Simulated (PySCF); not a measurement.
Constitutional and geometric isomers with formula C2H6Si. All species are isolated molecules in the gas phase. Strings in code marks are SMILES.

The four lowest singlet excitations (Tamm–Dancoff). The numbers are results of PBE-D3(BJ)/def2-TZVP // B3LYP-D3(BJ)/def2-TZVP (PySCF), not measurements. Excitations are Tamm–Dancoff values on a coarser integration grid. The basis has no diffuse functions, so Rydberg states are missing or too high.

```
state  energy (eV)  wavelength (nm)  oscillator strength
-----  -----------  ---------------  -------------------
S1            5.45              228                0.019
S2            5.67              219                0.317
S3            6.17              201                0.056
S4            6.52              190                0.000
```

Q: Which member gives these states?
(A) `C1C[SiH2]1`
(B) `CC=[SiH2]`
(C) `C=C[SiH3]`
(D) `C=[SiH]C`

A: D, `C=[SiH]C`
